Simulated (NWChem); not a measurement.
System: C₃H₂F₃, doublet; SMILES FC(C=[CH])(F)F

Here is an NWChem input.

```
start job
memory heap 200 mb stack 900 mb global 1100 mb
geometry units angstroms noautosym nocenter noautoz
  C      0.110078     2.147616     0.000000
  C     -0.598322     1.035002     0.000000
  C      0.005339    -0.349155     0.000000
  F      1.350845    -0.329341     0.000000
  F     -0.403495    -1.044349    -1.089696
  F     -0.403495    -1.044349     1.089696
  H     -0.055865     3.231528     0.000000
  H     -1.708943     1.037900     0.000000
end
basis spherical
  * library 6-31g*
end
dft
  odft
  mult 2
  xc xpbe96 cpbe96
  iterations 150
end
cosmo
  dielec 20.7
end
task dft energy
```

Parts of the log:

```
             Northwest Computational Chemistry Package (NWChem) 7.3.0
             --------------------------------------------------------

                             Geometry "geometry" -> ""
                             -------------------------

 Output coordinates in angstroms (scale by  1.889725989 to convert to a.u.)

  No.       Tag          Charge          X              Y              Z
 ---- ---------------- ---------- -------------- -------------- --------------
    1 C                    6.0000     0.11007800     2.14761600     0.00000000
    2 C                    6.0000    -0.59832200     1.03500200     0.00000000
    3 C                    6.0000     0.00533900    -0.34915500     0.00000000
    4 F                    9.0000     1.35084500    -0.32934100     0.00000000
    5 F                    9.0000    -0.40349500    -1.04434900    -1.08969600
    6 F                    9.0000    -0.40349500    -1.04434900     1.08969600
    7 H                    1.0000    -0.05586500     3.23152800     0.00000000
    8 H                    1.0000    -1.70894300     1.03790000     0.00000000

 Effective nuclear repulsion energy (a.u.)     239.8320675284

  pbe96 is a nonlocal functional; adding pw91lda local functional.

                                 NWChem DFT Module
                                 -----------------

 Summary of "ao basis" -> "ao basis" (spherical)
 ------------------------------------------------------------------------------
       Tag                 Description            Shells   Functions and Types
 ---------------- ------------------------------  ------  ---------------------
 C                           6-31g*                  6       14   3s2p1d
 F                           6-31g*                  6       14   3s2p1d
 H                           6-31g*                  2        2   2s

 in cosmo_initialize ...

 solvent parameters
 solvname_short: unkn
 solvname_long:  unknown
 dielec:       20.7000

          ---------------
          -cosmo- solvent
          ---------------
 Cosmo: York-Karplus, doi: 10.1021/jp992097l
 dielectric constant -eps-     =  20.70
 screen = (eps-1)/(eps    )    =   0.95169
 surface charge correction     = lagrangian

   van der Waals surface
 --------------------------

[...]

                                   COSMO solvation results
                                   -----------------------

                 gas phase energy =      -414.506411180395
                 sol phase energy =      -414.510247567945
 (electrostatic) solvation energy =         0.003836387550 (    2.41 kcal/mol)

                    DFT Final Alpha Molecular Orbital Analysis
                    ------------------------------------------

 Vector   22  Occ=1.000000D+00  E=-3.313051D-01
              MO Center=  1.6D-02, -1.2D-01,  7.1D-09, r^2= 2.7D+00
   Bfn.  Coefficient  Atom+Function         Bfn.  Coefficient  Atom+Function
  ----- ------------  ---------------      ----- ------------  ---------------
    46      0.304511  4 F  py                60      0.297092  5 F  py
    74      0.297091  6 F  py                18      0.294800  2 C  py
    20     -0.241063  2 C  s                 64      0.201408  5 F  py
    78      0.201408  6 F  py                50      0.197145  4 F  py
    32     -0.195335  3 C  py                 3     -0.166825  1 C  px

 Vector   23  Occ=1.000000D+00  E=-2.646155D-01
              MO Center= -2.2D-01,  1.5D+00, -3.2D-09, r^2= 1.8D+00
   Bfn.  Coefficient  Atom+Function         Bfn.  Coefficient  Atom+Function
  ----- ------------  ---------------      ----- ------------  ---------------
     5      0.421265  1 C  pz                19      0.393902  2 C  pz
     9      0.273258  1 C  pz                23      0.239195  2 C  pz
    60      0.127368  5 F  py                74     -0.127368  6 F  py
    64      0.089975  5 F  py                78     -0.089975  6 F  py
    47     -0.070559  4 F  pz                51     -0.049896  4 F  pz

 Vector   24  Occ=1.000000D+00  E=-2.109835D-01
              MO Center=  1.2D-01,  1.9D+00,  6.6D-10, r^2= 1.8D+00
   Bfn.  Coefficient  Atom+Function         Bfn.  Coefficient  Atom+Function
  ----- ------------  ---------------      ----- ------------  ---------------
     3      0.540536  1 C  px                 7      0.408223  1 C  px
     6      0.305798  1 C  s                 88      0.201054  8 H  s
    32     -0.149341  3 C  py                87      0.148729  8 H  s
    17     -0.131961  2 C  px                86     -0.129182  7 H  s
     4     -0.117132  1 C  py                85     -0.110390  7 H  s

 Vector   25  Occ=0.000000D+00  E=-4.887056D-02
              MO Center= -2.1D-01,  1.4D+00,  8.7D-11, r^2= 2.2D+00
   Bfn.  Coefficient  Atom+Function         Bfn.  Coefficient  Atom+Function
  ----- ------------  ---------------      ----- ------------  ---------------
     9      0.541928  1 C  pz                23     -0.505425  2 C  pz
     5      0.452231  1 C  pz                19     -0.424237  2 C  pz
    33     -0.158778  3 C  pz                60     -0.129849  5 F  py
    74      0.129849  6 F  py                37     -0.120459  3 C  pz
    64     -0.101686  5 F  py                78      0.101686  6 F  py

 Vector   26  Occ=0.000000D+00  E= 7.754987D-02
              MO Center= -5.3D-01,  1.4D+00,  6.3D-10, r^2= 4.4D+00
   Bfn.  Coefficient  Atom+Function         Bfn.  Coefficient  Atom+Function
  ----- ------------  ---------------      ----- ------------  ---------------
     6      1.125997  1 C  s                 86     -1.022751  7 H  s
    88     -1.019945  8 H  s                 21     -0.577544  2 C  px
    31     -0.376163  3 C  px                20      0.334152  2 C  s
    35     -0.275704  3 C  px                22     -0.262997  2 C  py
     8      0.250295  1 C  py                48      0.250128  4 F  s

[...]
```

Level: PBE/6-31G* (spherical d), spin-unrestricted, COSMO on the gas-phase geometry. In the optimisation the excess spin sits in a' (Cs, its own frame). Geometry: optimised at PBE-D3(BJ)/def2-SVP, spin-unrestricted. No stability test was run on the SCF state. COSMO prints the solvation energy as gas minus solution, so a positive value is a stabilisation.
